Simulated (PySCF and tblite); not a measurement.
C6H9F, numbered as in [CH2:1]=[CH:2]/[CH:3]=[C:4](\[F:5])[CH2:6][CH3:7].

Search: ETKDG and KDG, MMFF94s, GFN2-xTB, 90 starts; geometries at PBE0-D3(BJ)/def2-SVP. Energies: PBE0-D3(BJ)/def2-TZVP (IEF-PCM, chloroform), with GFN2-xTB thermal terms (modes under about 100 cm⁻¹ blended into free rotors). Symmetry numbers and mirror images are counted. Conformers within 2.5 kcal/mol (GFN2-xTB free energy) were kept, 4 at most. Couplings: B3LYP/pcSseg-1 with pcJ-1 on H, F (gas phase; spin-dipole term only for pairs with B, N, F, Si or P). Couplings are for ¹⁹F, ¹H. Of two unlike H on one atom, a is the less shielded (PBE0/pcSseg-1 (IEF-PCM, chloroform)). Codes: tblite and PySCF.

Torsions listed: C1–C2–C3–C4, F5–C4–C6–C7. Of a mirror pair one member is shown.

```
conformer       shape  weight %
        1   180°, 58°      57.9
        2  180°, 180°      41.8
        3    1°, -59°       0.3
```

Problem. Give the couplings in each conformer and the averages at 298.15 K (pairs that fast motion interchanges averaged).

Solution. 
| coupling | pairs | 1 | 2 | 3 | average (Hz) |
| --- | --- | --- | --- | --- | --- |
| ⁵J(H1b,F5) | 1 | -3.0 | -3.0 | 1.8 | -3.0 |
| ⁵J(H1a,F5) | 1 | -1.6 | -1.6 | -0.3 | -1.6 |
| ⁴J(H2,F5) | 1 | 2.1 | 2.0 | -1.0 | 2.0 |
| ³J(H3,F5) | 1 | 27.9 | 29.7 | 35.0 | 28.6 |
| ³J(F5,H6) | 2 | 18.8 | 1.1 | 19.6 | 11.4 |
| ²J(H1b,H1a) | 1 | 1.8 | 1.8 | 1.8 | 1.8 |
| ³J(H1b,H2) | 1 | 11.8 | 11.8 | 13.3 | 11.8 |
| ⁴J(H1b,H3) | 1 | -1.2 | -1.2 | 0.2 | -1.2 |
| ⁶J(H1b,H6) | 2 | -1.0 | -1.9 | -1.1 | -1.4 |
| ³J(H1a,H2) | 1 | 18.2 | 18.2 | 19.1 | 18.2 |
| ⁴J(H1a,H3) | 1 | -0.7 | -0.7 | -1.3 | -0.7 |
| ⁶J(H1a,H6) | 2 | -0.9 | -1.8 | -1.0 | -1.3 |
| ³J(H2,H3) | 1 | 11.9 | 11.9 | 8.7 | 11.9 |
| ⁴J(H3,H6) | 2 | -0.8 | -2.5 | -0.8 | -1.5 |
| ²J(H6,H6) | 1 | -15.8 | -22.6 | -15.7 | -18.6 |
| ³J(H6,H7) | 6 | 8.3 | 8.3 | 8.3 | 8.3 |
| ²J(H7,H7) | 3 | -14.2 | -14.4 | -14.1 | -14.2 |

Computed couplings to fluorine can be off by tens of per cent at such levels.
